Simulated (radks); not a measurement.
Values are calculated unless marked as measured or tabulated.
The tungsten anion W- inside a hard spherical wall (all orbitals vanish at R), configuration held at [Xe] 4f14 5d5 6s2 and not refilled when levels cross. Code: a radial shooting solver on a logarithmic mesh with Libxc functionals. Model: scalar-relativistic Kohn-Sham, LDA (Slater exchange, VWN5 correlation), spin-polarised, spherical densities, finite nucleus; open shells are filled with parallel spins first (spin-orbit coupling, left out, can overturn this in heavy ions); Fermi nuclear charge, rms radius 5.3658 fm. Eigenvalues in eV for spin up, with the zero of energy where the potential of the charges vanishes at infinity; a dash marks a level that is unbound or too diffuse for the functional's potential to be trusted. A positive occupied level is held by the wall or, in an anion where self-interaction has pushed it up, behind a barrier. The pressure on the wall is -dE/dV.

\begin{tabular}{lrrrrrrrrr}
R (bohr) & E (hartree) & kinetic (hartree) & e(5p) & e(4f) & e(6s) & e(5d) & e(6p, empty) & e(7s, empty) & pressure (GPa) \\ \hline
15 & -16130.7520 & 17762.618 & -36.411 & -25.605 & -0.589 & 1.387 & 2.567 & 2.947 & 0.00184 \\
12 & -16130.7507 & 17762.625 & -36.267 & -25.462 & -0.475 & 1.522 & 2.915 & 4.010 & 0.0157 \\
10 & -16130.7466 & 17762.647 & -35.997 & -25.193 & -0.266 & 1.770 & 3.372 & 5.511 & 0.0869 \\
7 & -16130.7010 & 17762.867 & -34.434 & -23.601 & 0.984 & 3.164 & 5.523 & 12.304 & 2.03 \\
3.5 & -16129.0092 & 17768.917 & -19.519 & -6.927 & 21.104 & 18.106 & 33.924 & 84.716 & 431 \\
2 & -16110.0794 & 17833.137 & 32.975 & 50.916 & 159.05 & 85.643 & 198.08 & 417.67 & 26100 \\
\end{tabular}
